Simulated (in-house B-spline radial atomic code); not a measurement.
A fraction x of an electron is removed from 2p in Al4+, starting from [He] 2s2 2p5 and keeping the highest spin. Method: scalar-relativistic (X2C) wB97X, spin-polarised, spherical fractional occupations, Fermi nucleus of rms radius 3.061 fm. Calculated with a B-spline radial code for spherical atoms.

Caution: exact exchange at fractional occupations of open shells leaves self-interaction of up to several eV.

```csv
x,E(x) - E(0) (eV),2p down level (eV)
0,0.0000,-139.107
0.07,9.8100,-141.179
0.2,28.4145,-145.051
0.25,35.7045,-146.549
0.42,61.0529,-151.676
0.5,73.2841,-154.107
0.59,87.2772,-156.854
0.74,111.1504,-161.460
0.84,127.4508,-164.550
0.91,139.0452,-166.720
1,154.1759,-169.519
```

The exact functional would give a straight line between the two integer points. Deviations E(x) - E(0) - x[E(1) - E(0)], in eV: -0.982 at x = 0.07, -2.421 at x = 0.2, -2.839 at x = 0.25, -3.701 at x = 0.42, -3.804 at x = 0.5, -3.687 at x = 0.59, -2.94 at x = 0.74, -2.057 at x = 0.84, -1.255 at x = 0.91.

The curve lies below the straight line by up to 3.804 eV (at x = 0.5): convex, the delocalisation error, to which spherically averaged exact exchange adds.

**Question.** How well does Slater's transition state (minus the level at half occupation) give the ionisation energy?

**Answer.** It gives 154.107 eV against 154.176 eV from the two total energies; NIST lists 153.83 eV, ground level to ground level. The end point has an open shell averaged over its orbitals, so its exact exchange keeps a self-interaction and this is no true integer point.
